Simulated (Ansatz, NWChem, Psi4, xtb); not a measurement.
Loss of HF: C2H4FI → C2H3I + HF

Species: C2H4FI (1-fluoro-2-iodoethane) `FCCI`, singlet; C2H3I (vinyl iodide) `C=CI`, singlet; HF (hydrogen fluoride), singlet. 

Shapes, held fixed at every level: PBE0-D4/def2-TZVP. Flexible molecules stand in one conformer, not always the lowest. Programs: Ansatz 0.2.0, NWChem 7.3.0, Psi4 1.11, xtb 6.7.1. A level may come from different programs for different species; with the same settings they agree closely. The zero-point and thermal change to 298 K, harmonic and unscaled (PBE0-D4/def2-TZVP), is -13.9 kJ/mol.

(1) Estimate ΔH(298 K) of this reaction.

Results:

(1) The highest level, CCSD(T)/def2-TZVPP, gives ΔH(298 K) = +51.3 kJ/mol; the levels span +51.3 to +94.8. The column of differences is taken from that level and isn't an error. No measured value is set beside it here. For atoms past krypton def2 sets carry core potentials with scalar relativity. Outer-core shells of I are correlated in most correlated rows, in sets that cover them unevenly.

```tsv
level	kind	ΔH(298 K) (kJ/mol)	less CCSD(T)/def2-TZVPP
GFN0-xTB	semi-empirical	+81.9	+30.6
SPW92/def2-TZVPP	LDA	+90.9	+39.6
r2SCAN-D4/def2-TZVPP	meta-GGA	+66.3	+15.0
PBE0/def2-SVP	global hybrid	+94.8	+43.5
BHLYP-D4/def2-TZVPP	global hybrid	+66.8	+15.5
wB97M-V/def2-TZVPP	range-separated hybrid	+63.4	+12.1
B2PLYP/def2-TZVPP	double hybrid	+51.6	+0.3
CCSD(T)/def2-TZVPP	coupled cluster or CI	+51.3	0.0
```
